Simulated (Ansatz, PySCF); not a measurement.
Reaction (SMILES): C=C=C [propa-1,2-diene] + C (CH4) -> 2 C=C (C2H4) [ethene]
Geometries: B3LYP-D3(BJ)/def2-TZVP minima from Ansatz (a program for electronic structure).
Geometry of the first species:
SMILES: C=C=C
```xyz
7

C      0.0000     0.0000     0.0000
C     -0.0052     0.0000     1.3001
C      0.0052     0.0000    -1.3001
H     -0.0108     0.9262     1.8632
H     -0.0040    -0.9263     1.8631
H      0.9337     0.0035    -1.8595
H     -0.9188    -0.0034    -1.8668
```

Property: bond separation energy (enthalpy at 298 K, with B3LYP-D3(BJ) rigid-rotor harmonic-oscillator terms from PySCF), in kcal/mol. Valence correlation only, unless marked. Spin-orbit coupling is left out. Non-relativistic. Basis-set limits of correlation are two-point, X^-3; Hartree-Fock from the larger set. The bracket is a focal-point correction in the basis named.

| level | program | bond separation energy (kcal/mol) |
|---|---|---|
| HF/6-31G | Ansatz | -3.1 |
| r2SCANh/def2-TZVPD | Ansatz | 1.4 |

Q: Predict the RI-MP2/CBS(aug-cc-pVTZ,aug-cc-pVQZ)+[CCSD(T)-MP2]/aug-cc-pVTZ result (Ansatz).

A: -2.8 kcal/mol, so r2SCANh/def2-TZVPD differs from it by 4.2 kcal/mol.
